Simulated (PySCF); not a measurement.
CH3ClOSi. Atoms are numbered in the order given.

```xyz
7

O     -0.1774     2.5862     0.0000
C     -0.5927     1.4511     0.0000
Si     0.6800    -0.0030     0.0000
Cl    -0.3459    -1.8113     0.0000
H     -1.6984     1.2362     0.0000
H      1.5175     0.1006    -1.2221
H      1.5175     0.1006     1.2221
```

Geometry: B3LYP-D3(BJ)/def2-SVP. The values are those of a single conformer.

The numbers are results of HF/def2-TZVPD run with PySCF, not measurements.

The molecule is in vacuum.

Problem. Estimate the frontier levels, gap, dipole moment and polarisability. (An estimate is asked for; the answer gives what the named calculation found.)

Solution. 
| Item | Result |
|---|---|
| highest occupied level | -11.13 eV |
| lowest empty level | 1.48 eV |
| orbital gap | 12.60 eV |
| dipole moment | 1.31 D |
| quadrupole, principal values (traceless, Buckingham form, about the centre of nuclear charge) | -12.93, 5.22, 7.71 D·Å |
| mean static polarisability | 52.6 bohr³ (7.80 Å³) |
| polarisability, principal values | 42.9, 51.0, 63.9 bohr³ |
